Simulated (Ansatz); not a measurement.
ZrS3⁻. Total charge -1; doublet. Geometry relaxed at PBE0-D4/def2-SVPD.

Cartesian coordinates in Å:
```
Zr -0.179 0.211 -0.111
S -0.021 0.949 2.091
S -1.487 -1.672 -0.510
S 1.687 0.512 -1.469
```

In the def2 sets Zr takes a core potential; there is no spin–orbit coupling. The structure comes from a short search, and lower isomers may exist.

Question: Estimate the harmonic wavenumbers at UKS PBE0-D4/def2-SVPD (Ansatz, unscaled). Is this a minimum?

Answer: 43, 79, 79, 330, 330, 416 cm⁻¹. Yes, no mode is imaginary beyond noise. Zero-point energy 7.6 kJ/mol. Hardware: 4 threads of Arm Neoverse V1 on a shared host. Wall time 54 s.
